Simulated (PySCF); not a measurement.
Species: C₇H₅NS.
Bonds: S1–C2 (double), C2–N3 (double), N3–C4, C4–C5 (aromatic), C5–C6 (aromatic), C6–C7 (aromatic), C7–C8 (aromatic), C8–C9 (aromatic), C4–C9 (aromatic). Hydrogens: H10 on C5; H11 on C6; H12 on C7; H13 on C8; H14 on C9.

Computed geometry: GFN2-xTB, gas phase.

Problem. Give the optimised bond lengths and angles.

Solution. 
```csv
bond,length (bohr)
S1=C2,2.938
C2=N3,2.258
N3–C4,2.575
"C4–C5, C4–C9",2.636
"C5–C6, C8–C9",2.610
"C6–C7, C7–C8",2.619
"C5–H10, C9–H14",2.040
"C6–H11, C8–H13",2.040
C7–H12,2.040
```

Bonds in one row agree within 0.02 bohr and their mean is given. A selection of angles:
```csv
angle,degrees
S1–C2–N3,170.4
C2–N3–C4,149.4
N3–C4–C5,118.4
N3–C4–C9,121.3
C5–C4–C9,120.2
C4–C5–C6,119.6
C4–C5–H10,119.3
C6–C5–H10,121.1
C5–C6–C7,120.3
C5–C6–H11,119.6
C7–C6–H11,120.0
C6–C7–C8,120.0
C6–C7–H12,120.1
```

Torsions: C2–N3–C4–C5 180° (antiperiplanar).

Of the pairs four or more bonds apart, C2···H14 is among the closest relative to their van der Waals radii: 3.01 Å, 104 % of the sum of Bondi's values. The 9 heavy atoms lie in one plane (0.000 Å rms). The 6-membered ring C4–C5–C6–C7–C8–C9 has internal angles of 119.4° to 120.5°; it is planar, 0.00 Å rms from its mean plane, widest ring torsion 0°. The 2 C–N bonds span 1.195 Å (C2=N3, drawn double) to 1.363 Å (N3–C4, drawn single), a spread of 0.168 Å.

Point group: Cs (every atom within 0.08 Å of its image). Stationary, but not proved a minimum. The numbers are those of one conformer.
